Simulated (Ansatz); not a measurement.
## Molecular dynamics of BCl2HO

The input (input.yaml):

```yaml
crystal:
  periodic: [false, false, false]
  atoms:
    - { symbol: B, position_ang: [0.039096, -0.106196, -0.051352] }
    - { symbol: Cl, position_ang: [-0.052031, -0.093128, 1.72676] }
    - { symbol: Cl, position_ang: [1.57413, 0.194398, -0.860115] }
    - { symbol: O, position_ang: [-1.053102, -0.344032, -0.817656] }
    - { symbol: H, position_ang: [-1.849193, -0.497742, -0.269138] }
basis:
  gaussian: { orbitals: "6-31G*" }
hamiltonian:
  xc: pbe
md:
  timestep: 0.5
  n_steps: 250
  ensemble: nvt_nose_hoover
  temperature: 500.0
  initial_velocities: maxwell_boltzmann
  seed: 986920
  nose_hoover: { tau: 50.0, chain_length: 1 }
  masses: [{ species: H, mass: 3.016 }]
```

Run as:

```bash
$ ansatz run input.yaml --threads 1 --pin off --max-ram 2048MiB --backend cpu --events-out ev --progress --plain --runs-dir out
```

It starts from a relaxed structure.

Output, in part (one step line in 9, the closing report, with atoms numbered from 0):

```
md step     0: t =     0.00 fs  T =   500.0 K  F+E_penalty+E_count = -27774.08602254 eV  E_kin = 0.193890 eV  conserved = -27773.89213254 eV  (25 SCF iters)
md step     9: t =     4.50 fs  T =   323.9 K  F+E_penalty+E_count = -27774.01694977 eV  E_kin = 0.125610 eV  conserved = -27773.89150308 eV  (28 SCF iters)
md step    18: t =     9.00 fs  T =   221.8 K  F+E_penalty+E_count = -27773.97657167 eV  E_kin = 0.086025 eV  conserved = -27773.89152507 eV  (29 SCF iters)
md step    27: t =    13.50 fs  T =   219.2 K  F+E_penalty+E_count = -27773.97491924 eV  E_kin = 0.085015 eV  conserved = -27773.89171922 eV  (28 SCF iters)
md step    36: t =    18.00 fs  T =    90.0 K  F+E_penalty+E_count = -27773.92223496 eV  E_kin = 0.034908 eV  conserved = -27773.89117348 eV  (26 SCF iters)
md step    45: t =    22.50 fs  T =   283.6 K  F+E_penalty+E_count = -27773.99540377 eV  E_kin = 0.109961 eV  conserved = -27773.89198751 eV  (28 SCF iters)
md step    54: t =    27.00 fs  T =   133.7 K  F+E_penalty+E_count = -27773.93392222 eV  E_kin = 0.051836 eV  conserved = -27773.89133003 eV  (28 SCF iters)
md step    63: t =    31.50 fs  T =   274.6 K  F+E_penalty+E_count = -27773.98324667 eV  E_kin = 0.106497 eV  conserved = -27773.89185319 eV  (28 SCF iters)
md step    72: t =    36.00 fs  T =   345.7 K  F+E_penalty+E_count = -27774.00585241 eV  E_kin = 0.134047 eV  conserved = -27773.89209910 eV  (28 SCF iters)
md step    81: t =    40.50 fs  T =   141.4 K  F+E_penalty+E_count = -27773.91819121 eV  E_kin = 0.054848 eV  conserved = -27773.89115220 eV  (28 SCF iters)
md step    90: t =    45.00 fs  T =   470.6 K  F+E_penalty+E_count = -27774.03824185 eV  E_kin = 0.182478 eV  conserved = -27773.89208574 eV  (29 SCF iters)
md step    99: t =    49.50 fs  T =   403.2 K  F+E_penalty+E_count = -27773.99870553 eV  E_kin = 0.156368 eV  conserved = -27773.89132590 eV  (30 SCF iters)
md step   108: t =    54.00 fs  T =   397.4 K  F+E_penalty+E_count = -27773.97974335 eV  E_kin = 0.154088 eV  conserved = -27773.89136536 eV  (29 SCF iters)
md step   117: t =    58.50 fs  T =   402.6 K  F+E_penalty+E_count = -27773.97154507 eV  E_kin = 0.156113 eV  conserved = -27773.89151864 eV  (28 SCF iters)
md step   126: t =    63.00 fs  T =   238.7 K  F+E_penalty+E_count = -27773.89222396 eV  E_kin = 0.092577 eV  conserved = -27773.89083979 eV  (28 SCF iters)
md step   135: t =    67.50 fs  T =   484.3 K  F+E_penalty+E_count = -27773.97550771 eV  E_kin = 0.187819 eV  conserved = -27773.89192990 eV  (28 SCF iters)
md step   144: t =    72.00 fs  T =   190.6 K  F+E_penalty+E_count = -27773.84933858 eV  E_kin = 0.073925 eV  conserved = -27773.89090309 eV  (29 SCF iters)
md step   153: t =    76.50 fs  T =   429.6 K  F+E_penalty+E_count = -27773.92735048 eV  E_kin = 0.166593 eV  conserved = -27773.89198085 eV  (28 SCF iters)
md step   162: t =    81.00 fs  T =   405.9 K  F+E_penalty+E_count = -27773.90683219 eV  E_kin = 0.157385 eV  conserved = -27773.89187743 eV  (28 SCF iters)
md step   171: t =    85.50 fs  T =   197.1 K  F+E_penalty+E_count = -27773.80665994 eV  E_kin = 0.076422 eV  conserved = -27773.89067528 eV  (29 SCF iters)
md step   180: t =    90.00 fs  T =   659.1 K  F+E_penalty+E_count = -27773.97092590 eV  E_kin = 0.255583 eV  conserved = -27773.89183246 eV  (28 SCF iters)
md step   189: t =    94.50 fs  T =   508.7 K  F+E_penalty+E_count = -27773.88245067 eV  E_kin = 0.197269 eV  conserved = -27773.89016190 eV  (28 SCF iters)
md step   198: t =    99.00 fs  T =   838.2 K  F+E_penalty+E_count = -27773.97237802 eV  E_kin = 0.325032 eV  conserved = -27773.89106200 eV  (29 SCF iters)
md step   207: t =   103.50 fs  T =   718.6 K  F+E_penalty+E_count = -27773.89890643 eV  E_kin = 0.278662 eV  conserved = -27773.89069357 eV  (26 SCF iters)
md step   216: t =   108.00 fs  T =   691.4 K  F+E_penalty+E_count = -27773.85341141 eV  E_kin = 0.268102 eV  conserved = -27773.89090310 eV  (28 SCF iters)
md step   225: t =   112.50 fs  T =   765.7 K  F+E_penalty+E_count = -27773.86280216 eV  E_kin = 0.296904 eV  conserved = -27773.89193572 eV  (28 SCF iters)
md step   234: t =   117.00 fs  T =   141.2 K  F+E_penalty+E_count = -27773.60317285 eV  E_kin = 0.054743 eV  conserved = -27773.88996136 eV  (29 SCF iters)
md step   243: t =   121.50 fs  T =   799.1 K  F+E_penalty+E_count = -27773.84478524 eV  E_kin = 0.309882 eV  conserved = -27773.89194085 eV  (27 SCF iters)
md step   250: t =   125.00 fs  T =   381.2 K  F+E_penalty+E_count = -27773.66297190 eV  E_kin = 0.147804 eV  conserved = -27773.88904343 eV  (26 SCF iters)
Total energy: -27773.66299379 eV, -1020.6632893569 hartree
Atom 0 at     0.019825     0.006066    -0.062281 Å, force    -0.066120    -0.771586     0.571267 eV/Å
Atom 1 at    -0.048319    -0.093583     1.751118 Å, force    -0.071883     0.166558    -0.714735 eV/Å
Atom 2 at     1.554375     0.165834    -0.860488 Å, force     0.569266     0.519115    -0.148581 eV/Å
Atom 3 at    -1.052129    -0.291473    -0.840153 Å, force     3.456990     3.129834    -2.457480 eV/Å
Atom 4 at    -1.596706    -0.837832    -0.392544 Å, force    -3.888253    -3.043921     2.749529 eV/Å
Dipole moment:    -0.308503    -0.174743     0.012872 e Å
```

The run went to its last step. The conserved energy stayed within 0.62 meV per atom of its start (net change 0.62 meV per atom), so the integration is sound. A run of 0.12 ps of so small a system gives no equilibrium averages.

The same pairs are bonded in the first frame and the last. Pairs count as bonded within 1.25 times the sum of covalent radii (0.12 Å more for H–H).

Last frame:

```xyz
5
Properties=species:S:1:pos:R:3
B 0.020 0.006 -0.062
Cl -0.048 -0.094 1.751
Cl 1.554 0.166 -0.861
O -1.052 -0.291 -0.840
H -1.597 -0.838 -0.393
```

Run time: 6.8 min on 1 thread of Arm Neoverse V2, on a shared host, peak memory 0.11 GiB.
